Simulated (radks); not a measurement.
Isoelectronic series with 16 electrons, each ion in its NIST ground configuration. Calculated with a radial shooting solver on a logarithmic mesh with Libxc functionals: scalar-relativistic Kohn-Sham, PBE, spin-polarised, spherical densities, point nucleus; open shells are filled with parallel spins first. Total energies (hartree) and mean radii <r> (bohr):

| ion | configuration | E (hartree) | 3p down | 3p up | 3s down |
|---|---|---|---|---|---|
| S | [Ne] 3s2 3p4 | -399.07715 | 2.119 | 2.043 | 1.702 |
| Cl+ | [Ne] 3s2 3p4 | -460.96189 | 1.727 | 1.692 | 1.495 |
| Ar2+ | [Ne] 3s2 3p4 | -527.63187 | 1.479 | 1.458 | 1.334 |
| K3+ | [Ne] 3s2 3p4 | -599.08322 | 1.302 | 1.288 | 1.205 |
| Ca4+ | [Ne] 3s2 3p4 | -675.31841 | 1.166 | 1.156 | 1.099 |
| Sc5+ | [Ne] 3s2 3p4 | -756.34348 | 1.058 | 1.050 | 1.012 |
| Ti6+ | [Ne] 3s2 3p4 | -842.16683 | 0.9695 | 0.9633 | 0.9371 |
| V7+ | [Ne] 3s2 3p4 | -932.79866 | 0.8954 | 0.8903 | 0.8732 |
| Cr8+ | [Ne] 3s2 3p4 | -1028.25056 | 0.8322 | 0.8280 | 0.8175 |
| Mn9+ | [Ne] 3s2 3p4 | -1128.53537 | 0.7777 | 0.7741 | 0.7687 |
